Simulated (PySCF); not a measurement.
Species: C₆H₈N (doublet state).
Cartesian coordinates in Å at the GFN2-xTB level; atoms count from 1:
```xyz
15
C6H8N angstrom
C      2.1593    0.1090   -0.3154
C      0.8806   -0.5868   -0.0528
C     -0.3804    0.1230    0.0269
C     -0.3241    1.5343   -0.1750
N     -0.2957    2.6679   -0.3337
C     -1.6779   -0.5420   -0.4560
C     -1.4740   -0.3404    0.9998
H      2.0720    0.7900   -1.1660
H      2.4615    0.7266    0.5391
H      2.9538   -0.6062   -0.5122
H      0.8713   -1.6456    0.1398
H     -1.5818   -1.5379   -0.8606
H     -2.3899    0.0845   -0.9720
H     -1.2355   -1.1955    1.6138
H     -2.0435    0.4270    1.5025
```

The hyperfine couplings belong to this conformer and change with its torsions.

As a line formula: `C1(CC1)(C#N)[CH]C` [radical].

Computed, not measured: UKS B3LYP, pcH-1 on C H N, non-relativistic, mean-field spin-orbit, GIAO (PySCF). Geometry: GFN2-xTB, one conformer, isolated molecule. GFN2-xTB frequencies show an imaginary mode (43i cm⁻¹), so this geometry is no minimum at that level. The geometry wasn't refined by DFT: couplings that depend on bond lengths, twists or pyramidal angles can differ widely from those at the functional's own minimum. Stability of the SCF solution: not tested.

Principal values of hyperfine tensors in MHz (contact and dipolar terms together), for some of the nuclei:

```tsv
atom	isotope	A1	A2	A3
H9	1H	134.65	136.49	148.26
C2	13C	7.68	8.43	242.64
H8	1H	80.41	81.31	93.69
H11	1H	-98.19	-61.36	-23.96
C7	13C	34.86	34.95	58.35
C3	13C	-42.64	-41.50	-36.19
C1	13C	-36.20	-32.85	-32.33
H15	1H	4.76	7.67	14.95
```

(1) Split each tensor into its isotropic and traceless parts, and turn a_iso into mT with g = 2.0026.

(2) What spin density at the nucleus of H11 lies behind its contact coupling (g_N = 5.58569)?

(3) C6 (13C, g_N = 1.40482) isn't in the table. Its spin density at the nucleus is 0.04027 bohr⁻³. What is its contact coupling?

(4) Which nucleus of the table has the largest anisotropic coupling, and what is its form?

(5) In a single crystal, with the field along each principal axis of the tensor of H9 in turn, what first-order splitting does this nucleus give (isotropic g, quadrupole terms neglected)?

Results:

(1) a_iso = (A1 + A2 + A3)/3, Ti = Ai − a_iso; 1 mT corresponds to 28.029 MHz.

| atom | a_iso (MHz) | a_iso (mT) | T1 | T2 | T3 |
| --- | --- | --- | --- | --- | --- |
| H9 | 139.80 | 4.988 | -5.15 | -3.31 | 8.46 |
| C2 | 86.25 | 3.077 | -78.57 | -77.82 | 156.39 |
| H8 | 85.14 | 3.037 | -4.73 | -3.83 | 8.55 |
| H11 | -61.17 | -2.182 | -37.02 | -0.19 | 37.21 |
| C7 | 42.72 | 1.524 | -7.86 | -7.77 | 15.63 |
| C3 | -40.11 | -1.431 | -2.53 | -1.39 | 3.92 |
| C1 | -33.79 | -1.206 | -2.41 | 0.94 | 1.47 |
| H15 | 9.13 | 0.326 | -4.37 | -1.46 | 5.83 |

(2) a_FC = (2μ0/3) gₑ μB g_N μN ρ(0)/(2S·h) = 800.24 MHz × g_N × ρ(0)/(2S), with ρ in bohr⁻³. With a_FC = -61.17 MHz and 2S = 1, ρ(0) = -0.01368 bohr⁻³. In magnitude that is 4.3 % of the 1/π = 0.318 of a free hydrogen atom.

(3) By the same relation, a_FC = 45.3 MHz. Its full tensor has the principal values 37.07, 37.18, 61.56 MHz.

(4) C2: -78.6, -77.8, 156.4 MHz, axial, in the ratio −1:−1:+2, the form that spin in one p orbital centred on that nucleus gives.

(5) 2 lines (I = 1/2), spaced by |A_i|/(g × 13.996): 4.80, 4.87, 5.29 mT along the axes of A1, A2 and A3.
